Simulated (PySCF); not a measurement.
Unknown compound

The spectra below were simulated for a compound C8H6ClN.

¹H NMR (500 MHz, computed): δ 7.35 (m, 1H), 7.13 (d, 1H), 6.69 (s, 1H), 3.17 (m, 1H), 2.65 (m, 1H), 2.60 (m, 1H).

¹³C{¹H} NMR (computed): δ 168.5 (C), 154.4 (CH), 153.5 (CH), 144.0 (CH), 125.1 (C), 84.1 (CH2), 61.1 (CH), 49.7 (C).

[PySCF 2.14: geometry: GFN2-xTB; NMR shieldings at PBE0/pcSseg-1/GIAO; non-relativistic Hamiltonian; gas phase; one conformer]

Referencing at the same level of theory: ¹H (31.72 ppm), ¹³C (186.93 ppm) vs TMS.

Problem. Choose the structure that fits.
A. C#CCc1ccncc1Cl
B. C=C=C=Cn1cccc1Cl
C. N#C[C@@]12C=C[C@@H](C1)C(Cl)=C2
D. Clc1ccc2cccn2c1

Solution. C. 

- Rings plus π bonds: 6 (2 rings in the answer).
- 8 carbon signals for 8 carbons: no two carbons are equivalent.
- Carbon types of the structure: 3 × C, 4 × CH, 1 × CH2, which accounts for all hydrogens.
- δC 168.5: fully substituted alkene carbon.
- δC 154.4, 153.5, 144.0: alkene CH; as expected for a trigonal carbon in a double bond.
- δC 125.1: nitrile carbon; this is the usual window of a C≡N carbon, which has no attached hydrogen.
- δC 84.1: sp3 CH2 in a ring.
- δC 61.1: allylic sp3 CH.

The others: C=C=C=Cn1cccc1Cl would give 5 signals for carbon-bound and other non-exchanging H, not 6; Clc1ccc2cccn2c1 has carbons computed at 136.0, 131.5, 126.7, 125.7, 123.2, 122.0, 114.3, 106.5, with a different DEPT pattern; C#CCc1ccncc1Cl would give 5 signals for carbon-bound and other non-exchanging H, not 6.

Carbons that carry Cl, above all several Cl atoms, come out too deshielded, partly because spin–orbit coupling is missing. Shifts are as computed. Against solution values, carbons near 30 ppm lie about +3 ppm off and those near 130 ppm about +5 ppm; carbons on Cl a further +6 ppm. Of 1211 compounds with measured shifts, 218 miss one by over three times the rms of a fit or turn the order of signals round; such compounds aren't used in these exercises. Multiplicities follow the n + 1 count of equivalent neighbours, as no J values were calculated; m marks all less simple cases, F and P coupling included.
